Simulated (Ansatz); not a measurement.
Reaction R1 + R2 → P1, each structure at its B3LYP-D3(BJ)/def2-TZVP stationary point, reached from a drawn start (curvature not checked).
R1: F4S (SMILES FS(F)(F)F), charge 0, multiplicity 1.
R2: O atom, charge 0, multiplicity 3.
P1: F4OS (SMILES O=S(F)(F)(F)F), charge 0, multiplicity 1.

P less R. No zero-point or thermal terms; singlets are restricted closed shells; open shells are unrestricted; no spin–orbit coupling.

Correlated levels freeze the cores.

The values were computed with Ansatz (Gaussian orbitals). Each number belongs to the level named beside it.

### Question
One of these levels gives -4.074 eV for the reaction energy. Name it.
A. BLYP/def2-TZVPP
B. r2SCAN/def2-TZVPP
C. SCS-MP2/cc-pV(D+d)Z
D. CCSD/cc-pV(D+d)Z

### Answer
B, r2SCAN/def2-TZVPP. The others give -3.601 (BLYP/def2-TZVPP), -3.326 (SCS-MP2/cc-pV(D+d)Z), -2.948 (CCSD/cc-pV(D+d)Z)

Ansatz is a first-principles code.
